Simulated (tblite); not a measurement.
Species: C6H13OP.
Z-matrix (Å and degrees, GFN2-xTB geometry), rows numbered from 1:
```
C 
C   1  1.5239
C   2  1.5315  1  113.10
C   3  1.5246  2  113.47  1    64.43
P   3  1.8747  2  108.44  1  -169.50
C   5  1.8531  3  100.92  2   -78.68
C   6  1.5046  5  114.83  3  -136.95
O   6  1.2052  5  121.35  3    47.12
H   1  1.0886  2  110.63  3    54.12
H   1  1.0869  2  111.14  3   -66.66
H   1  1.0875  2  109.96  3   173.79
H   2  1.0916  1  109.67  3   121.94
H   2  1.0948  1  108.97  3  -120.39
H   3  1.1002  2  108.72  1   -57.01
H   4  1.0901  3  110.84  2   175.27
H   4  1.0879  3  110.58  2    54.60
H   4  1.0879  3  110.23  2   -65.30
H   5  1.3991  3   96.67  2  -174.05
H   7  1.0880  6  110.53  5  -161.71
H   7  1.0898  6  108.77  5    78.69
H   7  1.0890  6  109.72  5   -39.50
```

Computed with GFN2-xTB (tblite): harmonic, unscaled wavenumbers at the GFN2-xTB geometry, gas phase. The method is semi-empirical: single wavenumbers can be off by several per cent or more. Modes of hydrogen on phosphorus can be 10 to 20 % off. One conformer, not necessarily the lowest.

Harmonic wavenumbers (cm⁻¹): 38.0, 73.5, 77.0, 120.4, 139.7, 206.4, 210.8, 247.9, 283.2, 306.2, 378.3, 398.6, 424.5, 516.8, 625.7, 684.9, 774.0, 814.6, 840.7, 890.5, 966.0, 974.7, 981.8, 1011.3, 1042.5, 1086.8, 1101.3, 1148.4, 1164.0, 1215.9, 1258.1, 1302.0, 1346.4, 1358.1, 1409.4, 1413.8, 1440.0, 1447.8, 1479.7, 1492.0, 1497.9, 1504.2, 1513.9, 1732.2, 2261.8, 2867.6, 2945.9, 2992.5, 3002.3, 3004.7, 3014.7, 3024.4, 3027.5, 3035.6, 3036.3, 3038.2, 3045.5.

A = 2929, B = 980.1, C = 931.4 MHz; mass 132.070 u (most abundant isotopes); point group C1, symmetry number 1.

Problem. Zero-point energy?

Solution. ½Σν̃ = 38618 cm⁻¹ = 110.42 kcal/mol.

Problem. What is S at 273.15 K and 1 bar for an ideal gas of classical rigid rotors and harmonic oscillators?

Solution. Translation 40.14, rotation 28.92, vibration 31.23: S = 100.3 cal/(mol K).

Problem. And Cp and H(273.15 K) − H(0)?

Solution. Cp = 38.35 cal/(mol K), of which vibrations give 30.40 (their classical limit is 57 R = 113.3); H(273.15 K) − H(0) = 6.59 kcal/mol without the zero-point energy, 4.42 from vibrations.

Problem. Blend soft modes into free rotors: weight 1/[1 + (100 cm⁻¹/ν̃)⁴] for the oscillator and the rest for a rotor with moment μB/(μ + B), μ = h/(8π²ν), B = 10⁻⁴⁴ kg m². What vibrational entropy results?

Solution. 28.50 cal/(mol K) in place of 31.23, which changes −T·S at 273.15 K by +0.75 kcal/mol.

Problem. Which modes carry the vibrational entropy at 273.15 K?

Solution. 38.0 cm⁻¹: 5.19; 73.5 cm⁻¹: 3.89; 77.0 cm⁻¹: 3.79; 120.4 cm⁻¹: 2.93; 139.7 cm⁻¹: 2.64; 206.4 cm⁻¹: 1.92 cal/(mol K); the other 51 give 10.88 together.

Problem. How do the functions run with temperature in this model?

Solution. 
| T (K) | S (cal/(mol K)) | Cp (cal/(mol K)) | H − H(0) (kcal/mol) | G − H(0) (kcal/mol) | ln q(vib) |
| --- | --- | --- | --- | --- | --- |
| 100 | 71.7 | 21.0 | 1.42 | -5.75 | 2.20 |
| 200 | 89.5 | 31.2 | 4.05 | -13.85 | 5.36 |
| 300 | 104.0 | 41.1 | 7.66 | -23.55 | 8.37 |
| 500 | 129.6 | 60.2 | 17.85 | -46.96 | 14.10 |
| 800 | 162.6 | 80.2 | 39.16 | -90.96 | 22.17 |
| 1000 | 181.5 | 89.1 | 56.13 | -125.41 | 27.17 |

q(vib) and H(0) count from the zero-point level.

Problem. What must be added to the electronic energy to get the Gibbs energy at 273.15 K and 1 bar?

Solution. ZPE + [H(273.15 K) − H(0)] − T·S = 110.42 + 6.59 − 27.39 = 89.62 kcal/mol.

Hindered rotation and anharmonicity are outside this model. Other conformers, if any are populated, would add a mixing term that is left out. The structure is chiral; the term R ln 2 for an equal mix with its mirror image is left out.
